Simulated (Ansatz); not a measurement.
`CO/C=C\[SeH]`, charge 0, multiplicity 1.

Task: Give a relaxed structure at PBE0-D4/def2-TZVP (the Gaussian-basis code of Ansatz). (Best estimate.)

Result: Ansatz gave: 
```xyz
11

C     1.590   -1.073   -0.585
O     0.650   -0.023   -0.541
C    -0.164   -0.022    0.536
C    -1.232    0.763    0.599
Se   -1.698    1.915   -0.829
H     2.214   -0.903   -1.460
H     2.222   -1.074    0.311
H     1.095   -2.045   -0.679
H     0.113   -0.677    1.359
H    -1.845    0.778    1.487
H    -2.946    2.360   -0.198
```
This is one stationary point; other conformers may exist.
